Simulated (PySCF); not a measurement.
Simulated outer-valence photoelectron spectrum of `ClB(Cl)C=[Se]`. Theory: EOM-IP-CCSD/aug-cc-pVDZ in PySCF, restricted Hartree–Fock reference, 21 core orbitals frozen, non-relativistic, gas phase, PBE0-D3(BJ)/def2-SVP geometry.

Each root has a Gaussian of 0.8 eV full width with its one-hole share as area; cross sections and vibrations are left out, and the highest printed point is 100.

```
ionisation energy (eV)  intensity
                   7.6          0
                   7.8          1
                   8.0          2
                   8.2          8
                   8.4         18
                   8.6         30
                   8.8         35
                   9.0         29
                   9.2         17
                   9.4          7
                   9.6          2
                   9.8          0
                  10.0          0
                  10.2          0
                  10.4          2
                  10.6          7
                  10.8         18
                  11.0         36
                  11.2         57
                  11.4         77
                  11.6         93
                  11.8        100
                  12.0         90
                  12.2         65
                  12.4         37
                  12.6         19
                  12.8         17
                  13.0         29
                  13.2         46
                  13.4         59
                  13.6         59
                  13.8         48
                  14.0         34
                  14.2         29
                  14.4         33
                  14.6         35
                  14.8         28
                  15.0         16
                  15.2          7
                  15.4          2
                  15.6          0
```

Problem. Where are the maxima, and how many lines lie under the curve?

Solution. 4 maxima, at 8.8, 11.8, 13.5 and 14.6 eV, from 8 lines. At this width some lines have no maximum of their own.

Problem. List the lines with their holes.

Solution. 
```csv
E (eV),leading hole (HF orbital),area,Koopmans (eV)
8.79,HOMO,0.95,9.42
11.22,HOMO-1,0.96,11.02
11.65,HOMO-2,0.95,12.65
11.86,HOMO-3,0.95,12.96
12.08,HOMO-4,0.95,12.99
13.31,HOMO-5,0.95,14.31
13.68,HOMO-6,0.94,14.54
14.59,HOMO-7,0.92,15.94
```

The widest gap, 2.43 eV, lies between 8.79 and 11.22 eV. Only orbitals with −ε under 21 eV, eight at most, were ionised, so the high end of the curve may lack lines.

The values belong to the conformer `[Cl:1][B:2]([Cl:3])[CH:4]=[Se:5]`: Cl1–B2–C4–Se5 -11°.
